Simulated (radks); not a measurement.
The ruthenium ion Ru+ inside a hard spherical wall (all orbitals vanish at R), configuration held at [Kr] 4d7 and not refilled when levels cross. Calculated with a radial shooting solver on a logarithmic mesh with Libxc functionals: scalar-relativistic Kohn-Sham, PBE, spin-polarised, spherical densities, finite nucleus; open shells are filled with parallel spins first (spin-orbit coupling, left out, can overturn this in heavy ions); Fermi nuclear charge, rms radius 4.4809 fm. Eigenvalues in eV for spin up, with the zero of energy where the potential of the charges vanishes at infinity; a dash marks a level that is unbound or too diffuse for the functional's potential to be trusted. A positive occupied level is held by the wall or, in an anion where self-interaction has pushed it up, behind a barrier. The pressure on the wall is -dE/dV.

R (bohr)  E (hartree)  kinetic (hartree)    e(3d)    e(4s)    e(4p)    e(4d)  e(5s, empty)  e(5p, empty)  pressure (GPa)
free      -4530.46380           4684.773  -280.42  -84.506  -54.652  -13.354       -10.906        -6.372               0
20        -4530.46380           4684.773  -280.42  -84.506  -54.652  -13.354       -10.906        -6.372        < 0.0001
15        -4530.46380           4684.773  -280.42  -84.506  -54.652  -13.354       -10.906        -6.372        < 0.0001
5         -4530.43991           4684.943  -279.47  -83.635  -53.815  -12.585        -9.274        -2.990            3.73
4         -4530.33444           4685.517  -277.04  -81.551  -51.833  -10.624        -4.984         3.394            32.6
3         -4529.66619           4688.611  -268.40  -74.804  -45.377   -3.308        12.717        26.222             407
2         -4522.88314           4716.619  -227.67  -45.723  -14.712   34.794        113.44        139.24           11600
